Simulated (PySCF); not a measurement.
Run times: gadolinium in ANO-R2

Measured wall times of calculations with PySCF 2.14 in ANO-R2, with the spin-free X2C one-electron Hamiltonian (Gaussian nucleus), run from one Python driver. Hardware: 1 thread of Neoverse-N1 on a shared host, 1.3 GiB allowed. The two-electron integrals over 81 functions were computed once and kept in memory (39 CPU seconds with the set-up); the times below exclude them. Kohn-Sham runs start from converged Hartree-Fock orbitals.

Launch command (the driver calls PySCF for each step listed in the task file):

```bash
OMP_NUM_THREADS=1 python atomrun2.py TASK.json OUT
```

```csv
species,step,iterations,wall time (s)
Gd [Xe] 4f8 6s2,UHF with spin-orbit constants,9,1.6
Gd [Xe] 4f8 6s2,LDA,7,3.3
Gd [Xe] 4f8 6s2,PBE,8,7
Gd [Xe] 4f8 6s2,PBE0,9,8.2
Gd [Xe] 4f8 6s2,r2SCAN,13,22
Gd [Xe] 4f8 6s2,MP2 (18 electrons),,0.63
```

Task: Roughly how long does MP2 (36 electrons) take for Gd [Xe] 4f8 6s2 here?

Result: About 1.1 s.

Peak memory of the process: 0.46 GiB. Times on a shared host vary from run to run.
